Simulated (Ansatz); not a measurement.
Computed with Ansatz on PBE0-D4/def2-TZVP structures; ΔE is electronic, products minus reactants. CCSD(T)/CBS adds triple-zeta CCSD(T) − MP2 to the extrapolated MP2 energy (def2 sets, frozen cores). DFT in def2-TZVPP. Elements past krypton have def2 core potentials. For Sn outer-core shells are correlated without core-valence functions, which leaves a few kJ/mol of doubt a bond. One conformer a species, not always the lowest.

`[CH3][SnH2][SiH2]S` + `OCS` → `OCS[SiH2]S` + `[CH3][SnH3]`  (cleavage of the Si–Sn bond)

`[CH3][SnH2][SiH2]S`:

Z-matrix (Å, degrees):
```
C
Sn 1 2.142
H 1 1.090 2 109.9
H 1 1.090 2 110.0 3 -120.2
H 1 1.090 2 109.4 3 119.7
Si 2 2.565 1 109.4 3 -66.9
H 2 1.715 1 109.2 3 174.7
H 2 1.713 1 110.1 3 56.3
S 6 2.150 2 109.8 1 -58.9
H 6 1.487 2 111.3 1 55.2
H 6 1.489 2 112.5 1 176.7
H 9 1.344 6 95.1 2 -54.2
```

`OCS`:

Z-matrix (Å, degrees):
```
C
S 1 1.793
O 1 1.405 2 110.6
H 1 1.095 2 109.2 3 123.4
H 1 1.097 2 104.5 3 -120.8
H 2 1.343 1 96.4 3 -70.0
H 3 0.962 1 108.1 2 177.5
```

`OCS[SiH2]S`:

Z-matrix (Å, degrees):
```
C
S 1 1.851
O 1 1.381 2 114.3
H 1 1.089 2 104.7 3 -117.9
H 1 1.096 2 107.5 3 126.6
Si 2 2.110 1 98.4 3 -86.0
H 3 0.967 1 108.1 2 67.1
S 6 2.160 2 109.8 1 56.1
H 6 1.486 2 112.8 1 -61.2
H 6 1.481 2 106.7 1 176.9
H 8 1.343 6 94.2 2 -132.5
```

`[CH3][SnH3]`:

Cartesian coordinates in Å:
```
C -0.839 -0.687 0.386
Sn 0.721 0.590 -0.332
H -0.813 -0.730 1.474
H -0.708 -1.693 -0.012
H -1.809 -0.303 0.069
H 0.524 2.168 0.296
H 2.244 -0.012 0.157
H 0.679 0.667 -2.039
```

```tsv
level	ΔE (kJ/mol)
PBE-D4	-49.8
ωB97X-V	-49.3
B2PLYP	-47.9
CCSD(T)/def2-TZVPP	-48.2
HF/def2-QZVPP	-42.0
MP2/def2-QZVPP	-50.2
HF/CBS(def2)	-41.9
MP2/CBS(def2)	-49.1
```

Problem. What does CCSD(T)/CBS give? (An estimate is asked.)

Solution. The calculation gave: -45.1 kJ/mol. The listed levels differ from it by -4.7, -4.2, -2.8, -3.1, 3.1, -5.1, 3.2, -4.0 kJ/mol.

Largest T1 diagnostic among the species: 0.012.

In def2-TZVPP, CCSD(T) changes the Hartree–Fock value by −5.7 kJ/mol (the triples alone add −3.5 kJ/mol) and MP2 by −9.7 kJ/mol. The D4 term adds −6.0 kJ/mol with B3LYP and −2.9 kJ/mol with PBE0; it sums over pairs of atoms, weighted by their polarisabilities, and B3LYP, whose exchange is more repulsive, gets the larger term.

B3LYP here is the variant with VWN-RPA as its local correlation; programs differ in this.
